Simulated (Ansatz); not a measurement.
Start from `BCO` and change one atom or group to get `B[CH](O)[GeH3]`.

Ansatz, PBE0-D4/def2-TZVP geometries, multiplicity 1. Each molecule was computed in one conformer, which needn't be the lowest.

Scalar relativity is left out up to krypton.

```json
{"property": "LUMO energy (PBE/def2-TZVPP) / eV", "`BCO`": "-0.86"}
{"property": "LUMO energy (PBE0/def2-TZVPP) / eV", "`BCO`": "0.11"}
{"property": "LUMO energy (ωB97M-V/def2-TZVPP) / eV", "`BCO`": "1.66"}
{"property": "HOMO energy (B3LYP/def2-TZVPP) / eV", "`BCO`": "-8.13"}
{"property": "zero-point energy (PBE0-D4/def2-TZVP) / kJ/mol", "`BCO`": "167.8"}
{"property": "ideal-gas entropy at 298 K and 1 bar (rigid rotor, harmonic PBE0-D4/def2-TZVP) / J/(mol·K)", "`BCO`": "258"}
```

Problem. What does the change do to each property? (An estimate is asked.)

Solution. Computed: 
| property | `B[CH](O)[GeH3]` | shift |
| --- | --- | --- |
| LUMO energy (PBE/def2-TZVPP) / eV | -1.52 | -0.66 |
| LUMO energy (PBE0/def2-TZVPP) / eV | -0.61 | -0.72 |
| LUMO energy (ωB97M-V/def2-TZVPP) / eV | 1.25 | -0.41 |
| HOMO energy (B3LYP/def2-TZVPP) / eV | -7.18 | 0.95 |
| zero-point energy (PBE0-D4/def2-TZVP) / kJ/mol | 199.3 | 31.5 |
| ideal-gas entropy at 298 K and 1 bar (rigid rotor, harmonic PBE0-D4/def2-TZVP) / J/(mol·K) | 336 | 78 |

With PBE0 the HOMO rises by 0.94 eV and the LUMO falls by 0.72 eV, so the gap narrows by about 1.66 eV. PBE moves the HOMO by 0.74 eV and ωB97M-V by 1.19 eV. The zero-point energy changes by 31.5 kJ/mol with +9 modes.

B3LYP here is the variant with VWN-RPA as its local correlation; programs differ in this.
